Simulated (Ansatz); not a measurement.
Basis-set extrapolation for AlFH7NSi2 (`F[SiH2][AlH][NH][SiH3]`) (PBE0-D4/def2-TZVP geometry, frozen core, the Gaussian-basis code of Ansatz). Multiplicity 1, RHF reference.

```json
{"": "HF", "def2-TZVPP": "-977.963370", "def2-QZVPP": "-977.996859"}
{"": "MP2 correlation", "def2-TZVPP": "-0.786546", "def2-QZVPP": "-0.850853"}
{"": "CCSD(T) correlation", "def2-TZVPP": "-0.870139", "def2-QZVPP": "not run"}
```

Energies in hartree. Use E(X) = E(∞) + A·exp(−7.88·√X) for Hartree–Fock and E(X) = E(∞) + B·X^(−2.97) for correlation, with X = 3 and 4, and add CCSD(T) minus MP2 of the smaller set to the MP2 limit.

What is the CCSD(T) energy at the basis-set limit?

HF limit: -977.996859 + (-0.033489) × 0.13774 = -978.00147. MP2 limit: -0.850853 + (-0.064307) × 0.74074 = -0.89849. Higher-order term: -0.870139 − (-0.786546) = -0.08359. Total: -978.98355 hartree, 94.2 kcal/mol below CCSD(T)/def2-TZVPP.
